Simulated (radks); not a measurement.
All-electron atom: As IV in [Ar] 3d8 4s2 4p2 (not the ground configuration).

Method: Dirac Kohn-Sham, LDA (Slater exchange, Perdew-Wang correlation), spin-unpolarised, spherical densities, finite nucleus; open shells are shared between the two j in proportion to 2j + 1; Fermi nuclear charge, rms radius 4.0968 fm; computed with a radial shooting solver on a logarithmic mesh with Libxc functionals.

Energy parts (hartree):
total: -2252.05227
kinetic: 2302.39310
electron-nucleus: -5376.33359
Hartree: 900.20078
exchange-correlation: -78.31257

Orbitals (lengths in bohr, moments of r in powers of bohr; r(90%) holds 90 % of the orbital's charge):
| orbital | occ. | eigenvalue (hartree) | <r^4> | <r^2> | r(90%) | <r> | small-component weight |
|---|---|---|---|---|---|---|---|
| 1s1/2 | 2 | -432.1602 | 0.00002009 | 0.002794 | 0.0814 | 0.04556 | 1.42e-02 |
| 2s1/2 | 2 | -56.99201 | 0.004087 | 0.04856 | 0.314 | 0.2028 | 2.77e-03 |
| 2p1/2 | 2 | -51.22611 | 0.002843 | 0.03752 | 0.286 | 0.1748 | 2.77e-03 |
| 2p3/2 | 4 | -49.88609 | 0.003047 | 0.03899 | 0.291 | 0.1785 | 2.71e-03 |
| 3s1/2 | 2 | -9.17675 | 0.2527 | 0.3994 | 0.877 | 0.5893 | 6.73e-04 |
| 3p1/2 | 2 | -7.23052 | 0.2913 | 0.4157 | 0.909 | 0.5958 | 6.27e-04 |
| 3p3/2 | 4 | -7.03586 | 0.3103 | 0.4293 | 0.924 | 0.6056 | 6.12e-04 |
| 3d3/2 | 3.2 | -3.68776 | 0.4826 | 0.4784 | 1.02 | 0.6232 | 5.04e-04 |
| 3d5/2 | 4.8 | -3.65735 | 0.4931 | 0.4837 | 1.03 | 0.6267 | 4.99e-04 |
| 4s1/2 | 2 | -1.91029 | 13.04 | 2.947 | 2.35 | 1.614 | 1.28e-04 |
| 4p1/2 | 0.666667 | -1.44514 | 21.39 | 3.729 | 2.67 | 1.811 | 1.03e-04 |
| 4p3/2 | 1.33333 | -1.42212 | 22.48 | 3.825 | 2.70 | 1.834 | 1.01e-04 |

The highest occupied level is 4p3/2 at -38.698 eV. Summed over all electrons, <r^2> = 21.01 bohr^2, which gives a Langevin (diamagnetic) susceptibility term of -16.6 x 10^-6 cm^3/mol. The electron density at the nucleus is 3.543e+04 e/bohr^3.
